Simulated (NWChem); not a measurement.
Species: AlO, doublet; SMILES [O]=[Al]

```xyz
2

Al     0.0000     0.0000    -0.6219
O      0.0000     0.0000     1.0106
```
Atoms are numbered in this order, from 1.

Program: NWChem. Spin-unrestricted. All runs use the structure optimised with PBE0/def2-SVP, spin-unrestricted. No stability test was run on the SCF state. Total energies compare along this basis series because the functional is fixed.

| level | basis functions | energy (Ha) | highest occupied level (eV) | lowest empty minus highest occupied level, either spin (eV) | dipole (D) | <S²> |
|---|---|---|---|---|---|---|
| TPSS/cc-pVDZ | 32 | -317.6391 | -6.48 | 1.48 | 3.68 | 0.756 |
| TPSS/aug-cc-pVDZ | 50 | -317.6507 | -6.56 | 1.42 | 4.20 | 0.756 |
| TPSS/cc-pVTZ | 64 | -317.6781 | -6.51 | 1.43 | 3.94 | 0.757 |
| TPSS/aug-cc-pVTZ | 96 | -317.6808 | -6.57 | 1.43 | 4.19 | 0.757 |
| TPSS/cc-pVQZ | 114 | -317.6905 | -6.54 | 1.45 | ___ | 0.757 |

Problem. Fill in the missing entries.

Solution. 
- TPSS/cc-pVQZ, dipole (D): 4.10
